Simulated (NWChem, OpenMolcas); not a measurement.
## From OpenMolcas to NWChem

OpenMolcas 26.06 runs this on BNH3F3 (SMILES [NH3+][B-](F)(F)F):

test.input:
```
&GATEWAY
  BasLib=$CurrDir
  Coord
  8
  angstrom
  N       -0.898177      -0.249988      -0.035060
  B        0.135123      -0.158888      -1.348860
  F        1.124723      -1.057988      -1.058860
  F       -0.647777      -0.509688      -2.414660
  F        0.547223       1.145712      -1.360160
  H       -1.676677       0.389712      -0.158760
  H       -0.006300       0.194600       1.496700
  H       -1.260677      -1.193688       0.058540
  Basis=cc-pVDZ
  Group=NoSym

&SEWARD
  GridInput
  Grid=UltraFine
  End of Grid

&SCF
  KSDFT=M06L
  Thresholds=1e-10 1e-07 1e-07 1e-05
  PrOrbitals=1 2
```

```bash
$ export MOLCAS_MEM=1860
$ pymolcas test.input > test.log
```

(Basis files named in the input come from the Basis Set Exchange and aren't shown.)

The N1–H7 distance was set to 1.827 Å, away from the relaxed value.

A bond is far stretched, where a restricted reference may be unsound.

It gives a total energy of -380.978872 Eh.

Q: How is this level of theory, on these atoms, set up in NWChem 7.3.0 as an input file of the program's own?

A: One way, which was run:

bf3h3n.nw:
```
start bf3h3n
title "BF3H3N"
memory total 2200 mb
charge 0
geometry units angstrom noautosym nocenter noautoz
N       -0.898177      -0.249988      -0.035060
B        0.135123      -0.158888      -1.348860
F        1.124723      -1.057988      -1.058860
F       -0.647777      -0.509688      -2.414660
F        0.547223       1.145712      -1.360160
H       -1.676677       0.389712      -0.158760
H       -0.006300       0.194600       1.496700
H       -1.260677      -1.193688       0.058540
end
basis spherical bse
* library cc-pVDZ
end
dft
xc m06-l
mult 1
grid xfine
convergence energy 1e-08
iterations 100
mulliken
end
task dft energy
```

```bash
$ nwchem bf3h3n.nw > bf3h3n.out
```

Its energy is -380.978871 Eh, 0.001 mEh from the first.
